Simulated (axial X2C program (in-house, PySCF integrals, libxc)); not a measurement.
**FeOH: the levels of the configuration d7 s0 p(π)0**

Calculated with an in-house all-electron X2C program for linear molecules (integrals from PySCF): two-component X2C with atomic mean-field Coulomb and Gaunt terms, basis Fe dyall-v3z, O dyall-av3z, H dyall-v3z (cores contracted in-house). Orbitals come from Hartree–Fock averaged over the configuration Fe d7 s0 p(π)0; CI then distributes these electrons over the d, s, p(π) shells of Fe.

Fe–O–H held linear, bonds 1.842 and 0.950 Å (the second held) (near the minimum of the configuration average).

Active spinors (ω > 0):

| shell | ω | ε (eV) | character |
| --- | --- | --- | --- |
| d | 3/2 | -4.80 | 100% Fe d |
| d | 5/2 | -4.68 | 100% Fe d |
| d | 1/2 | -4.55 | 95% Fe d |
| d | 3/2 | -4.48 | 96% Fe d |
| d | 1/2 | -4.01 | 86% Fe d, 8% Fe s |
| s | 1/2 | 0.03 | 53% Fe s, 40% Fe p |
| p(π) | 1/2 | 1.25 | 96% Fe p |
| p(π) | 3/2 | 1.25 | 96% Fe p |

Lowest levels of this model:

```json
{"Ω": "7/2", "energy (cm⁻¹)": "0", "g∥": "9.94", "μ (D)": "-4.75", "configuration": "100% d7"}
{"Ω": "5/2", "energy (cm⁻¹)": "163", "g∥": "6.02", "μ (D)": "-4.74", "configuration": "100% d7"}
{"Ω": "3/2", "energy (cm⁻¹)": "377", "g∥": "2.09", "μ (D)": "-4.74", "configuration": "100% d7"}
{"Ω": "1/2", "energy (cm⁻¹)": "644", "g∥": "1.86", "μ (D)": "-4.75", "configuration": "100% d7"}
{"Ω": "9/2", "energy (cm⁻¹)": "838", "g∥": "12.01", "μ (D)": "-4.54", "configuration": "100% d7"}
{"Ω": "7/2", "energy (cm⁻¹)": "1212", "g∥": "8.07", "μ (D)": "-4.55", "configuration": "100% d7"}
{"Ω": "5/2", "energy (cm⁻¹)": "1526", "g∥": "4.51", "μ (D)": "-4.55", "configuration": "100% d7"}
{"Ω": "1/2", "energy (cm⁻¹)": "1601", "g∥": "1.56", "μ (D)": "-4.56", "configuration": "100% d7"}
{"Ω": "3/2", "energy (cm⁻¹)": "1646", "g∥": "4.00", "μ (D)": "-4.57", "configuration": "100% d7"}
{"Ω": "5/2", "energy (cm⁻¹)": "1683", "g∥": "7.48", "μ (D)": "-4.58", "configuration": "100% d7"}
{"Ω": "3/2", "energy (cm⁻¹)": "1861", "g∥": "0.25", "μ (D)": "-4.55", "configuration": "100% d7"}
{"Ω": "1/2", "energy (cm⁻¹)": "1914", "g∥": "2.35", "μ (D)": "-4.58", "configuration": "100% d7"}
{"Ω": "3/2", "energy (cm⁻¹)": "2466", "g∥": "5.66", "μ (D)": "-4.49", "configuration": "100% d7"}
{"Ω": "1/2", "energy (cm⁻¹)": "2625", "g∥": "1.96", "μ (D)": "-4.50", "configuration": "100% d7"}
{"Ω": "5/2", "energy (cm⁻¹)": "15498", "g∥": "8.00", "μ (D)": "-4.14", "configuration": "95% d7"}
{"Ω": "7/2", "energy (cm⁻¹)": "15958", "g∥": "7.99", "μ (D)": "-4.53", "configuration": "100% d7"}
{"Ω": "9/2", "energy (cm⁻¹)": "16832", "g∥": "9.99", "μ (D)": "-4.70", "configuration": "100% d7"}
{"Ω": "7/2", "energy (cm⁻¹)": "17428", "g∥": "6.00", "μ (D)": "-4.68", "configuration": "100% d7"}
{"Ω": "9/2", "energy (cm⁻¹)": "20611", "g∥": "14.00", "μ (D)": "3.68", "configuration": "100% d6 s1"}
{"Ω": "11/2", "energy (cm⁻¹)": "21734", "g∥": "12.00", "μ (D)": "-4.57", "configuration": "100% d7"}
{"Ω": "9/2", "energy (cm⁻¹)": "22053", "g∥": "8.28", "μ (D)": "-4.55", "configuration": "99% d7"}
```

g∥ is the magnitude of 2⟨Lz + ge Sz⟩ for the +Ω component. μ is positive if the H end is positive.

(1) From Ω and g∥ of the lowest level, whose 2⟨Lz + ge Sz⟩ is positive, find ⟨Sz⟩ and ⟨Lz⟩ (ge = 2.0023).

Occupations of the active spinors in the lowest level by ω, shell by shell in order of energy: -5/2: 0.01; -3/2: 0.97 0.03 0.00; -1/2: 0.99 0.98 0.00 0.00; 1/2: 0.09 0.93 0.00 0.00; 3/2: 1.00 1.00 0.00; 5/2: 1.00. The leading determinant has weight 0.89 among 773.

This point took 3.2 s on 1 thread of Arm Neoverse V1 (shared host).

Dynamic correlation is missing, so gaps between terms are too wide and other configurations may lie lower; the lowest level listed is that of this model, not necessarily the ground state. For d shells the ligand-field splittings (σ, π, δ) and their order can be off by a thousand cm⁻¹ or more. At most 4 roots were kept for each Ω > 0 (twice that for Ω = 0) within 3.2 eV of the lowest, so higher up levels can be missing between those listed; levels with Ω > 0 are doubly degenerate and listed once, Ω = 0 levels singly. Some active spinors are only partly of the character that their shell is named for, so the shell names and counts are nominal. States that fill the shells left empty in the average are placed too high. The molecule was held linear; bending was not examined.

Results:

(1) Ω = ⟨Lz⟩ + ⟨Sz⟩ = 7/2 and ⟨Lz⟩ + ge⟨Sz⟩ = 4.970, so ⟨Sz⟩ = 1.47 and ⟨Lz⟩ = 2.03.
